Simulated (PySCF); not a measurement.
The multiplicity is imposed and other spin states were not computed.

Cartesian coordinates (Å):
```xyz
11

Zn    -0.0879    -0.2096    -0.1417
O     -1.1952    -0.5442     1.2135
C     -1.9238    -1.7422     1.3444
H     -2.6492    -1.9252     0.5110
H     -2.5250    -1.6918     2.2824
H     -1.2832    -2.6572     1.4264
O      1.0756     0.4546    -1.3163
C      1.4936    -0.2339    -2.4716
H      2.0125    -1.2036    -2.2601
H      2.2260     0.4038    -3.0200
H      0.6651    -0.4574    -3.1913
```
Charge 0, multiplicity 1.

### Question
Estimate the HOMO, HOMO–LUMO gap and dipole moment that TPSSh-D3(BJ)/def2-TZVP // BP86-D3(BJ)/def2-SVP in PySCF returns for this input.

### Answer

```
Quantity          Value
-------------  --------
HOMO           -6.46 eV
HOMO–LUMO gap   4.96 eV
dipole moment    2.05 D
```
